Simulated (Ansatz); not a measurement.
Basis-set extrapolation for CH$_{3}$BFN, SMILES `BC(=N)F` (PBE0-D4/def2-TZVP geometry, frozen core, Ansatz). Multiplicity 1, RHF reference.

```tsv
	def2-TZVPP	def2-QZVPP
HF	-218.237076	-218.246959
MP2 correlation	-0.700065	-0.754848
CCSD(T) correlation	-0.751184	not run
```

Energies in hartree. Use E(X) = E(∞) + A·exp(−7.88·√X) for Hartree–Fock and E(X) = E(∞) + B·X^(−2.97) for correlation, with X = 3 and 4, and add CCSD(T) minus MP2 of the smaller set to the MP2 limit.

Q: What is the CCSD(T) energy at the basis-set limit?

A: HF limit: -218.246959 + (-0.009883) × 0.13774 = -218.24832. MP2 limit: -0.754848 + (-0.054783) × 0.74074 = -0.79543. Higher-order term: -0.751184 − (-0.700065) = -0.05112. Total: -219.09487 hartree, 279.9 kJ/mol below CCSD(T)/def2-TZVPP.
